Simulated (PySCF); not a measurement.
A GIAO shielding run with PySCF 2.14 (density fitting, non-relativistic, gas phase) on `ClC(Cl)CC[SiH2]C(Cl)Cl`, C4H8Cl4Si:

```
$ OMP_NUM_THREADS=1 python probes_run.py task.json out

{"job": {"kind": "nmr", "xc": "PBE0", "basis": "pcSseg-1"}, "charge": 0, "multiplicity": 1}
Cl     3.018289    -2.323778     0.374247
C      2.447632    -0.637749     0.464418
Cl     3.427387     0.358703    -0.637570
C      0.974918    -0.559833     0.102199
C      0.420473     0.849406     0.303391
Si    -1.383977     1.034469    -0.274120
C     -2.418607    -0.343618     0.594766
Cl    -4.138185    -0.097309     0.220890
Cl    -2.170672    -0.254477     2.353887
H      2.646339    -0.283406     1.477904
H      0.851278    -0.875143    -0.934954
H      0.440395    -1.263798     0.742338
H      1.040632     1.556099    -0.246802
H      0.504626     1.115402     1.357983
H     -1.946670     2.312287     0.150196
H     -1.534270     0.790454    -1.709512
H     -2.186585    -1.365680     0.300293
```

Hardware: 1 thread of an Arm Neoverse N1, shared host. The job also computes population analyses, field gradients.

Problem. How large is the calculation?

Solution. 114 electrons, 228 basis functions and 1301 auxiliary functions.

Problem. How long does it take, and how much memory does it need?

Solution. 95 s of wall time, with 14 SCF cycles and 5 response iterations; peak memory 1.1 GiB. Times on a shared host scatter by some tens of per cent.
